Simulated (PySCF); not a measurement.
**Correlation energy of Co⁺ (cobalt, charge +1)**

[Ar] 3d7 4s1, high-spin 5F determinant (an excited configuration). Computed with PySCF 2.14 in aug-cc-pVTZ (8s7p5d3f2g, 93 functions), with the non-relativistic Hamiltonian (point nucleus). Frozen: [Ar]; 8 electrons correlated.

| level | correlation energy (mhartree) |
| --- | --- |
| CCSD | -210.06 |
| (T) | -5.62 |
| CCSD(T) | -215.68 |

Diagnostics: T1 = 0.012, D1 = 0.0303, largest double amplitude 0.022.

Cost of the coupled-cluster step: about 25 core-seconds, for 8 correlated electrons.

Iterations:

```
CC2 = 0
CCSD nocc = (np.int64(6), np.int64(2)), nmo = (84, 84)
frozen orbitals [[0, 1, 2, 3, 4, 5, 6, 7, 8], [0, 1, 2, 3, 4, 5, 6, 7, 8]]
max_cycle = 100
direct = 0
conv_tol = 1e-08
conv_tol_normt = 1e-06
diis_space = 8
diis_start_cycle = 0
Init t2, MP2 energy = -0.212492494266836
Init E_corr(UCCSD) = -0.212492494268634
cycle = 1  E_corr(UCCSD) = -0.206453014527004  dE = 0.00603947974  norm(t1,t2) = 0.042885
cycle = 2  E_corr(UCCSD) = -0.209573295109721  dE = -0.00312028058  norm(t1,t2) = 0.0132147
cycle = 3  E_corr(UCCSD) = -0.209583470988704  dE = -1.0175879e-05  norm(t1,t2) = 0.00646999
cycle = 4  E_corr(UCCSD) = -0.210035031566141  dE = -0.000451560577  norm(t1,t2) = 0.00281652
cycle = 5  E_corr(UCCSD) = -0.210065853696995  dE = -3.08221309e-05  norm(t1,t2) = 0.000724575
cycle = 6  E_corr(UCCSD) = -0.210059163664981  dE = 6.69003201e-06  norm(t1,t2) = 0.000249861
cycle = 7  E_corr(UCCSD) = -0.210062684448302  dE = -3.52078332e-06  norm(t1,t2) = 7.99692e-05
cycle = 8  E_corr(UCCSD) = -0.210064226510158  dE = -1.54206186e-06  norm(t1,t2) = 2.45592e-05
cycle = 9  E_corr(UCCSD) = -0.210063714477605  dE = 5.12032553e-07  norm(t1,t2) = 8.19599e-06
cycle = 10  E_corr(UCCSD) = -0.210063591126221  dE = 1.23351384e-07  norm(t1,t2) = 1.88037e-06
cycle = 11  E_corr(UCCSD) = -0.210063623099223  dE = -3.19730024e-08  norm(t1,t2) = 7.89702e-07
cycle = 12  E_corr(UCCSD) = -0.210063623029513  dE = 6.97102376e-11  norm(t1,t2) = 3.38233e-07
UCCSD converged
E(UCCSD) = -1381.389224375622  E_corr = -0.2100636230295131
UCCSD(T) correction = -0.00561613476074607
```
